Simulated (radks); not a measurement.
Problem. The mean radii <r> (bohr) of the occupied orbitals of an atom or ion are listed with their occupations. Method: scalar-relativistic Kohn-Sham, Slater X-alpha with alpha = 0.743, spin-polarised, spherical densities, finite nucleus; Fermi nuclear charge, rms radius of each element as measured or else 0.836 A^(1/3) + 0.57 fm; computed with a radial shooting solver on a logarithmic mesh with Libxc functionals.

orbital  occ.      <r>
1s down     1  0.01967
1s up       1  0.01967
2s up       1  0.08333
2s down     1  0.08333
2p up       3  0.07410
2p down     3  0.07410
3s up       1   0.2167
3s down     1   0.2167
3p up       3   0.2161
3p down     3   0.2160
3d up       5   0.1958
3d down     5   0.1958
4s up       1   0.4871
4s down     1   0.4872
4p up       3   0.5170
4p down     3   0.5170
4d up       5   0.5573
4d down     5   0.5575
5s up       1    1.181
5s down     1    1.183
5p up       3    1.382
5p down     3    1.386
4f up       7   0.7216
4f down     6   0.7264

Name the element and its charge. Open shells, if any, are filled with parallel spins first.

Solution. Z = 70, ytterbium, charge +3: Yb3+ in [Xe] 4f13. The 1s radius gives Z: for a bare nucleus <r> = (2 gamma + 1)/(2Z) with gamma = sqrt(1 - (Z/c)^2), 0.01942 bohr for Z = 70, and screening makes it slightly larger (0.01967 here). The occupations add up to 67, and the charge is Z minus that.
